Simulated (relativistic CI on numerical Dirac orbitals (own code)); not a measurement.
**Sb IX: q coefficients and field-shift factors**

These numbers are calculated, not measured: Dirac-Coulomb-Breit CI, orbitals from a KLI potential per configuration, derivatives by finite differences, unscaled Slater integrals, QED left out (own radial code, finite nucleus).

CI space (outside the closed core [Ar] 3d10): 4s²4p⁶4d⁷, 4s²4p⁵4d⁸, 4s²4p⁶4d⁶4f, 4s²4p⁶4d⁶5s, 4s²4p⁴4d⁹, 4s²4p⁶4d⁵5s², 4s4p⁶4d⁸, 4s²4p⁶4d⁶5d. Levels of other configurations are missing.

With x = (α/α₀)² − 1 an excitation energy changes as ω = ω₀ + qx; K = 2q/ω₀ is the relative enhancement. Terms are leading LS components, so labels can repeat. The field-shift factor is F = δν/δ⟨r²⟩ for the transition from the lowest level.

Lowest level 4s²4p⁶4d⁷ ⁴F9/2.

```tsv
Level	ω₀ (cm⁻¹)	q (cm⁻¹)	F (GHz/fm²)
4s²4p⁶4d⁷ ⁴F7/2	8114	9034	0.112
4s²4p⁶4d⁷ ⁴F5/2	11820	10220	0.134
4s²4p⁶4d⁷ ⁴F3/2	13781	9434	0.119
4s²4p⁶4d⁷ ⁴P3/2	20902	2447	0.01
4s²4p⁶4d⁷ ⁴P5/2	24041	5657	0.159
4s²4p⁶4d⁷ ²G9/2	26985	5753	0.12
4s²4p⁶4d⁷ ⁴P1/2	27863	8479	0.126
4s²4p⁶4d⁷ ²G7/2	34067	12200	0.2
4s²4p⁶4d⁷ ⁴P3/2	35087	14790	0.2
4s²4p⁶4d⁷ ²D5/2	37438	12330	0.205
4s²4p⁶4d⁷ ²H11/2	37524	7488	0.192
4s²4p⁶4d⁷ ²P1/2	40320	18490	0.139
4s²4p⁶4d⁷ ²H9/2	45789	17230	0.308
4s²4p⁶4d⁷ ²D3/2	50458	24640	0.312
4s²4p⁶4d⁷ ²F5/2	54643	6638	0.206
4s²4p⁶4d⁷ ²F7/2	59307	13000	0.273
4s²4p⁶4d⁷ ²D3/2	82233	10050	0.4
4s²4p⁶4d⁷ ²D5/2	87167	15320	0.46
4s²4p⁶4d⁶5s ⁶D9/2	381582	-37270	30.6
4s²4p⁶4d⁶5s ⁶D7/2	386455	-32000	30.6
4s²4p⁶4d⁶5s ⁶D5/2	389010	-30620	30.7
4s²4p⁶4d⁶5s ⁶D3/2	390926	-28780	30.7
4s²4p⁶4d⁶5s ⁶D1/2	392090	-27550	30.7
```

At this charge configurations can still be misplaced by up to about 7 % of their energy. Terms inside the open d or f shell come out 10 to 20 % too wide with unscaled integrals. Levels and lines within the n = 5 or 6 shells can be off by up to 10 % or somewhat more, and those that change n by about 2 %, since core polarisation is missing.

Q: Which transition from the lowest level has the largest |K|?

A: 4s²4p⁶4d⁷ ⁴F7/2 at 8114 cm⁻¹, K = 2.23.
